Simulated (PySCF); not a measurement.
These are TPSSh-D3(BJ)/def2-TZVP // CAM-B3LYP-D3(BJ)/def2-TZVP (PySCF 2.14.0) values and carry that method's errors. Gas-phase values, no solvent. Delta-SCF ions had no search for a lower state. 

Reference species (SMILES): `CB` (neutral, multiplicity 1).

- vertical ionisation energy (Delta-SCF) = 11.59 eV
- HOMO = -8.39 eV

Changed species: `B` (0 of 3 H replaced by CH3; the reference has 1 of 3 H replaced by CH3).

Question: Predict the effect on the vertical ionisation energy (Delta-SCF) and HOMO.

Answer: the vertical ionisation energy (Delta-SCF) rises by 1.41 eV, to 13.00 eV; the HOMO falls by 0.90 eV, to -9.29 eV.
